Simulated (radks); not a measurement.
Question: Species: Al2+. Configuration: [Ne] 3s1 (the NIST ground configuration). Calculated with a radial shooting solver on a logarithmic mesh with Libxc functionals: scalar-relativistic Kohn-Sham, LDA (Slater exchange, Perdew-Wang correlation), spin-polarised, spherical densities, point nucleus; open shells are filled with parallel spins first. Some entries of the table are withheld. Estimate them.

| orbital | occ. | eigenvalue (eV) | <r^2> (bohr^2) |
|---|---|---|---|
| 1s up | 1 | -1525.463 | 0.01960 |
| 1s down | 1 | -1525.308 | 0.01960 |
| 2s up | 1 | -128.1798 | 0.4730 |
| 2s down | 1 | -127.9687 | 0.4713 |
| 2p up | 3 | -90.4103 | 0.4614 |
| 2p down | 3 | -90.1798 | 0.4576 |
| 3s up | 1 | -24.5850 | (1) |
| 3s down | 0 | -22.6309 | (2) |

Answer: 
(1) 3s up <r^2> (bohr^2): 5.446
(2) 3s down <r^2> (bohr^2): 5.621
